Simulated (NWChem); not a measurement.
All runs are NWChem calculations. System: Ag$_{2}$, charge 0, spin multiplicity 1, at a geometry optimised with B3LYP/def2-SVP with def2 effective core potentials on Ag. The structure started from a generated list of species. Level: B3LYP/def2-TZVP with def2 effective core potentials on Ag, VWN1-RPA local correlation.

Input file:

```
start mol
memory heap 200 mb stack 900 mb global 1100 mb
geometry units angstroms nocenter noautoz
  Ag     0.000000     0.000000     1.299550
  Ag     0.000000     0.000000    -1.299550
  symmetry group D2h
end
basis spherical
  * library def2-tzvp
end
ecp
  Ag library def2-ecp
end
dft
  xc b3lyp
  semidirect memsize 60000000 filesize 0
  iterations 100
end
task dft energy
```

Output (cleaned and shortened):

```
             Northwest Computational Chemistry Package (NWChem) 7.3.0
             --------------------------------------------------------

                                NWChem Input Module
                                -------------------

 Scaling coordinates for geometry "geometry" by  1.889725989
 (inverse scale =  0.529177249)

 Turning off AUTOSYM since
 SYMMETRY directive was detected!

                             Geometry "geometry" -> ""
                             -------------------------

 Output coordinates in angstroms (scale by  1.889725989 to convert to a.u.)

  No.       Tag          Charge          X              Y              Z
 ---- ---------------- ---------- -------------- -------------- --------------
    1 Ag                  47.0000     0.00000000     0.00000000     1.29955000
    2 Ag                  47.0000     0.00000000     0.00000000    -1.29955000

 Effective nuclear repulsion energy (a.u.)     449.7528156055

            Nuclear Dipole moment (a.u.)
            ----------------------------
        X                 Y               Z
 ---------------- ---------------- ----------------
     0.0000000000     0.0000000000     0.0000000000

      Symmetry information
      --------------------

 Group name             D2h
 Group number             26
 Group order               8
 No. of unique centers     1

      Symmetry unique atoms

     1


 Summary of "ao basis" -> "" (spherical)
 ------------------------------------------------------------------------------
       Tag                 Description            Shells   Functions and Types
 ---------------- ------------------------------  ------  ---------------------
 *                         def2-tzvp                  on all atoms

                                 NWChem DFT Module
                                 -----------------

 Summary of "ao basis" -> "ao basis" (spherical)
 ------------------------------------------------------------------------------
       Tag                 Description            Shells   Functions and Types
 ---------------- ------------------------------  ------  ---------------------
 Ag                        def2-tzvp                14       40   6s4p3d1f

 Summary of "ao basis" -> "ao basis" (spherical)
 ------------------------------------------------------------------------------
       Tag                 Description            Shells   Functions and Types
 ---------------- ------------------------------  ------  ---------------------
 Ag                        def2-tzvp                14       40   6s4p3d1f

      Symmetry analysis of basis
      --------------------------

        ag         18
        au          4
        b1g         4
        b1u        18
        b2g         9
        b2u         9
        b3g         9
        b3u         9

            General Information
            -------------------
          SCF calculation type: DFT
          Wavefunction type:  closed shell.
          No. of atoms     :     2
          No. of electrons :    38
           Alpha electrons :    19
            Beta electrons :    19
          Charge           :     0
          Spin multiplicity:     1
          Use of symmetry is: on ; symmetry adaption is: on
          Maximum number of iterations: 100
          AO basis - number of functions:    80
                     number of shells:    28
          Convergence on energy requested:  1.00D-06
          Convergence on density requested:  1.00D-05
          Convergence on gradient requested:  5.00D-04
[...]
 !! scf_movecs_sym_adapt:   36 vectors were symmetry contaminated

  Resetting Diis
 d= 0,ls=0.0,diis     6   -294.1143871734 -1.62D-06  7.14D-06  5.00D-07     1.2

 !! scf_movecs_sym_adapt:   36 vectors were symmetry contaminated

  Symmetry fudging

 !! scf_movecs_sym_adapt:   36 vectors were symmetry contaminated

 d= 0,ls=0.0,diis     7   -294.1143872289 -5.55D-08  9.90D-07  2.03D-09     1.2

         Total DFT energy =     -294.114387228939
      One electron energy =     -669.499325338708
           Coulomb energy =      330.282728978043
    Exchange-Corr. energy =      -28.397458787512
 Nuclear repulsion energy =       73.499667919238

 Numeric. integr. density =       38.000000033272

     Total iterative time =      0.9s

                  Occupations of the irreducible representations
                  ----------------------------------------------

                     irrep           alpha         beta
                     --------     --------     --------
                     ag                5.0          5.0
                     au                1.0          1.0
                     b1g               1.0          1.0
                     b1u               4.0          4.0
                     b2g               2.0          2.0
                     b2u               2.0          2.0
                     b3g               2.0          2.0
                     b3u               2.0          2.0

                       DFT Final Molecular Orbital Analysis
                       ------------------------------------

 Vector   17  Occ=2.000000D+00  E=-3.021587D-01  Symmetry=b3g
              MO Center= -6.5D-18,  1.2D-17,  6.4D-16, r^2= 2.5D+00
   Bfn.  Coefficient  Atom+Function         Bfn.  Coefficient  Atom+Function
  ----- ------------  ---------------      ----- ------------  ---------------
    20      0.466674  1 Ag d -1              60      0.466674  2 Ag d -1
    25      0.264148  1 Ag d -1              65      0.264148  2 Ag d -1
    30      0.136341  1 Ag d -1              70      0.136341  2 Ag d -1

 Vector   18  Occ=2.000000D+00  E=-2.957192D-01  Symmetry=b1u
              MO Center= -2.8D-17, -3.1D-16, -1.4D-12, r^2= 2.5D+00
   Bfn.  Coefficient  Atom+Function         Bfn.  Coefficient  Atom+Function
  ----- ------------  ---------------      ----- ------------  ---------------
    21      0.462721  1 Ag d  0              61     -0.462721  2 Ag d  0
    26      0.261484  1 Ag d  0              66     -0.261484  2 Ag d  0
    31      0.142145  1 Ag d  0              71     -0.142145  2 Ag d  0
     6     -0.091427  1 Ag s                 46      0.091427  2 Ag s
    18      0.049758  1 Ag pz                58      0.049758  2 Ag pz

 Vector   19  Occ=2.000000D+00  E=-2.089652D-01  Symmetry=ag
              MO Center= -4.8D-16, -2.7D-16,  1.1D-12, r^2= 4.1D+00
   Bfn.  Coefficient  Atom+Function         Bfn.  Coefficient  Atom+Function
  ----- ------------  ---------------      ----- ------------  ---------------
     5      0.496214  1 Ag s                 45      0.496214  2 Ag s
     3     -0.296508  1 Ag s                 43     -0.296508  2 Ag s
     6      0.173253  1 Ag s                 46      0.173253  2 Ag s
     2      0.161175  1 Ag s                 42      0.161175  2 Ag s
     4     -0.124891  1 Ag s                 44     -0.124891  2 Ag s

 Vector   20  Occ=0.000000D+00  E=-1.000557D-01  Symmetry=b1u
              MO Center=  2.0D-28,  2.0D-28, -2.2D-13, r^2= 7.8D+00
   Bfn.  Coefficient  Atom+Function         Bfn.  Coefficient  Atom+Function
  ----- ------------  ---------------      ----- ------------  ---------------
     5      0.486589  1 Ag s                 45     -0.486589  2 Ag s
     6      0.297441  1 Ag s                 46     -0.297441  2 Ag s
     3     -0.249455  1 Ag s                 43      0.249455  2 Ag s
    18      0.174273  1 Ag pz                58      0.174273  2 Ag pz
     2      0.137074  1 Ag s                 42     -0.137074  2 Ag s

 Vector   21  Occ=0.000000D+00  E=-2.436335D-02  Symmetry=b3u
              MO Center=  1.6D-15, -1.0D-28,  6.8D-17, r^2= 8.0D+00
   Bfn.  Coefficient  Atom+Function         Bfn.  Coefficient  Atom+Function
  ----- ------------  ---------------      ----- ------------  ---------------
    16      0.437688  1 Ag px                56      0.437688  2 Ag px
    13      0.187427  1 Ag px                53      0.187427  2 Ag px
     7     -0.130902  1 Ag px                47     -0.130902  2 Ag px
    22     -0.032522  1 Ag d  1              62      0.032522  2 Ag d  1

 Vector   22  Occ=0.000000D+00  E=-2.436335D-02  Symmetry=b2u
              MO Center= -9.8D-29,  1.5D-15, -1.1D-16, r^2= 8.0D+00
   Bfn.  Coefficient  Atom+Function         Bfn.  Coefficient  Atom+Function
  ----- ------------  ---------------      ----- ------------  ---------------
    17      0.437688  1 Ag py                57      0.437688  2 Ag py
    14      0.187427  1 Ag py                54      0.187427  2 Ag py
     8     -0.130902  1 Ag py                48     -0.130902  2 Ag py
    20      0.032522  1 Ag d -1              60     -0.032522  2 Ag d -1

 center of mass
 --------------
 x =   0.00000000 y =   0.00000000 z =   0.00000000

 moments of inertia (a.u.)
 ------------------
        1289.472361242184           0.000000000000           0.000000000000
           0.000000000000        1289.472361242184           0.000000000000
           0.000000000000           0.000000000000           0.000000000000

     Multipole analysis of the density
     ---------------------------------

     L   x y z        total         alpha         beta         nuclear
     -   - - -        -----         -----         ----         -------
     0   0 0 0     -0.000000    -19.000000    -19.000000     38.000000

     1   1 0 0      0.000000      0.000000      0.000000      0.000000
     1   0 1 0      0.000000      0.000000      0.000000      0.000000
     1   0 0 1     -0.000000     -0.000000     -0.000000      0.000000

     2   2 0 0    -30.112803    -15.056402    -15.056402      0.000000
     2   1 1 0     -0.000000     -0.000000     -0.000000      0.000000
     2   1 0 1     -0.000000     -0.000000     -0.000000      0.000000
     2   0 2 0    -30.112803    -15.056402    -15.056402      0.000000
     2   0 1 1     -0.000000     -0.000000     -0.000000      0.000000
     2   0 0 2    -24.569845   -126.872427   -126.872427    229.175008

 Task  times  cpu:        1.2s     wall:        1.2s

 Total times  cpu:        1.2s     wall:        1.2s
```
